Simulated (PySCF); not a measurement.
# TDDFT excited states: Cu2

Species: Cu2 (singlet state).
SMILES: `[Cu][Cu]`

The calculation used TDDFT CAM-B3LYP/def2-SVPD, vertical, gas phase, core orbitals frozen in the response (PySCF 2.14.0, density-fitted response routines). Isolated species at its PBE0-D3(BJ)/def2-SVP geometry, gas phase.

| state | E (eV) | λ (nm) | ν̃ (cm⁻¹) | f | \|μ\| (D) | symmetry | main configurations (H = HOMO, L = LUMO) |
| --- | --- | --- | --- | --- | --- | --- | --- |
| S1 | 2.33 | 533.1 | 18760 | 0.0000 | 0.00 | – | H-1→L (94%) |
| S2 | 2.37 | 522.2 | 19150 | 0.0021 | 0.49 | Πu | H-3/H-2→L (≥93%) |
| S3 | 2.37 | 522.2 | 19150 | 0.0021 | 0.49 | Πu | H-3/H-2→L (≥93%) |
| S4 | 2.55 | 487.0 | 20530 | 0.0000 | 0.00 | – | H-4→L (92%) |
| S5 | 2.55 | 487.0 | 20530 | 0.0000 | 0.00 | – | H-5→L (92%) |
| S6 | 2.67 | 463.6 | 21570 | 0.155 | 3.91 | Σu+ | H→L (75%), H-10→L (16%) |
| S7 | 2.70 | 458.8 | 21800 | 0.0000 | 0.01 | – | H-6→L (91%) |
| S8 | 2.70 | 458.8 | 21800 | 0.0000 | 0.00 | – | H-7→L (91%) |
| S9 | 3.19 | 388.1 | 25770 | 0.0000 | 0.00 | – | H-8→L (87%) |
| S10 | 3.19 | 388.1 | 25770 | 0.0000 | 0.00 | – | H-9→L (87%) |

Triplets (Tamm–Dancoff): T1 1.78 eV, H→L (96%); T2 2.03 eV, H-1→L (93%); T3 2.13 eV, H-3/H-2→L (≥92%); T4 2.13 eV, H-3/H-2→L (≥92%).

The lowest singlet comes at 533 nm (224 kJ/mol) in the visible; it is dark (f under 0.0005); its leading configuration is HOMO-1→LUMO (94%). The most intense listed level is S6 at 2.67 eV (464 nm, f = 0.155), 0.35 eV above S1. S2/S3, S4/S5, S7/S8 and S9/S10 lie within about 0.01 eV of each other in each set; the point group D∞h has degenerate representations, and within a degenerate level the listed configurations can mix freely. For S1 the Löwdin share of copper is 100% in HOMO-1 and 100% in LUMO (metal-centred by this measure); for S6 the Löwdin share of copper is 100% in HOMO and 100% in LUMO. Orbital energies (eV): HOMO-3 -7.51, HOMO-2 -7.51, HOMO-1 -7.39, HOMO -6.48, LUMO -1.17, LUMO+1 0.32, LUMO+2 0.32. Weighted by f, the mean energy of these states is 2.67 eV. Of the 10 states listed, 1 reaches f = 0.01 and 7 stay under 0.0005. 10 computed singlets (S1 to S10) lie in the visible range (380 to 750 nm), the largest f among them at 464 nm, f = 0.155; light of that wavelength is blue, and its complementary colour is yellow; a Tamm–Dancoff triplet lies at 698 nm, without intensity as long as spin–orbit coupling is left out; the computed singlets end at 388 nm, so higher ones may fall in the visible too. All these states lie below the vertical ionisation energy of 7.53 eV (ΔSCF). Symmetry labels in D∞h follow from the direction of the transition dipole and are given only for states with f of 0.002 or more. Orbitals of the list HOMO-3 to LUMO+2 that lie within 0.01 eV of each other are written together with a slash and their weights summed (≥ marks a lower bound); for degenerate orbitals outside that list single weights are arbitrary. Singlets were solved by full linear response, triplets in the Tamm–Dancoff approximation.

Time: 9.9 s of wall time; peak memory 0.38 GiB. Hardware: an Arm Neoverse V1 with one thread, shared host with 32 logical CPUs at a one-minute load of 11.
